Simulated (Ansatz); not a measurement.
One change: `CNBN` becomes `CNBO`.

Ansatz, PBE0-D4/def2-TZVP geometries, multiplicity 1. Each molecule was computed in one conformer, which needn't be the lowest.

| property | `CNBN` |
| --- | --- |
| HOMO–LUMO gap (PBE/def2-TZVPP) / eV | 5.44 |
| HOMO energy (PBE/def2-TZVPP) / eV | -5.11 |
| LUMO energy (PBE/def2-TZVPP) / eV | 0.33 |
| HOMO energy (ωB97M-V/def2-TZVPP) / eV | -8.77 |
| size of the dipole moment (ωB97M-V/def2-TZVPP) / D | 1.41 |
| LUMO energy (PBE0/def2-TZVPP) / eV | 1.13 |

Question: Give the same properties after the change, and the shifts. (Estimate.)

Answer: Computed: 
| property | `CNBO` | shift |
| --- | --- | --- |
| HOMO–LUMO gap (PBE/def2-TZVPP) / eV | 6.15 | 0.71 |
| HOMO energy (PBE/def2-TZVPP) / eV | -5.74 | -0.63 |
| LUMO energy (PBE/def2-TZVPP) / eV | 0.41 | 0.08 |
| HOMO energy (ωB97M-V/def2-TZVPP) / eV | -9.45 | -0.68 |
| size of the dipole moment (ωB97M-V/def2-TZVPP) / D | 0.56 | -0.85 |
| LUMO energy (PBE0/def2-TZVPP) / eV | 1.26 | 0.13 |

With PBE0 the HOMO falls by 0.66 eV and the LUMO rises by 0.13 eV, so the gap widens by about 0.79 eV. PBE moves the HOMO by -0.63 eV and ωB97M-V by -0.68 eV. The zero-point energy changes by -31.0 kJ/mol with -3 modes. Dipoles are sizes alone; their direction can turn.
